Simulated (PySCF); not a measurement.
GaI₃, SMILES [Ga]([I])([I])[I].

Geometry: B3LYP-D3(BJ)/def2-SVP. The isomer is the one that the SMILES or the coordinates give; other isomers of the formula were not compared. The def2 effective core potentials stand for the cores of I; spin–orbit coupling is left out.

Method: PySCF with PBE0/def2-TZVP.

Symmetry labels are those of the subgroup C2v that the program uses (full group D3h).

List the valence orbital energies around the gap with their symmetry. (An estimate is asked for; the answer gives what the named calculation found.)


```tsv
orbital	symmetry	energy (eV)
HOMO−7	A1	-9.68
HOMO−6	B1	-9.68
HOMO−5	B2	-8.73
HOMO−4	B1	-8.13
HOMO−3	A1	-8.13
HOMO−2	B2	-8.10
HOMO−1	A2	-8.10
HOMO	B1	-7.79
LUMO	A1	-2.72
LUMO+1	B2	-2.09
LUMO+2	B1	0.47
LUMO+3	A1	0.47
```
